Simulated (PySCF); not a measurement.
C3H7NSi. Atoms are numbered in the order given.

```xyz
12

N      2.2323     1.0884     0.7041
C      1.5133     0.1755     0.7381
C      0.5941    -0.9665     0.7535
C     -0.3392    -1.0143    -0.4765
Si    -1.5171     0.4656    -0.6802
H      1.2015    -1.8851     0.8153
H      0.0065    -0.9151     1.6856
H     -0.9519    -1.9291    -0.4046
H      0.2638    -1.1156    -1.3948
H     -2.3180     0.6332     0.5654
H     -2.4365     0.1884    -1.8172
H     -0.7623     1.7176    -0.9463
```

Coordinates come from a TPSSh-D3(BJ)/def2-SVP optimisation. Other conformers were not sampled.

Computed with HF/def2-TZVP (PySCF).

Atomic charges (e):

| atom | Mulliken | IAO |
|---|---|---|
| N1 | ? | -0.28 |
| C2 | ? | 0.15 |
| C3 | -0.02 | -0.24 |
| C4 | ? | -0.53 |
| Si5 | ? | 0.81 |
| H6 | 0.14 | 0.16 |
| H7 | 0.15 | 0.16 |
| H8 | 0.13 | 0.13 |
| H9 | 0.13 | 0.14 |
| H10 | -0.06 | -0.18 |
| H11 | -0.05 | -0.17 |
| H12 | -0.02 | -0.16 |

Question: What belongs in the gaps? (Estimate from the structure and the level; the computed values follow.)

Answer: 
- N1, Mulliken: -0.18
- C2, Mulliken: -0.15
- C4, Mulliken: -0.37
- Si5, Mulliken: 0.30

Question: Give the Mayer and Wiberg (Löwdin basis) orders of the bonds. (An estimate is asked for; the answer gives what the named calculation found.)

Answer: 
| bond | Mayer | Wiberg |
|---|---|---|
| N1–C2 | 3.03 | 3.33 |
| C2–C3 | 0.94 | 1.28 |
| C3–C4 | 0.94 | 1.21 |
| C4–Si5 | 0.95 | 1.12 |
| C3–H6 | 0.96 | 0.83 |
| C3–H7 | 0.97 | 0.83 |
| C4–H8 | 0.97 | 0.85 |
| C4–H9 | 0.96 | 0.85 |
| Si5–H10 | 0.97 | 0.96 |
| Si5–H11 | 0.97 | 0.96 |
| Si5–H12 | 0.98 | 0.96 |
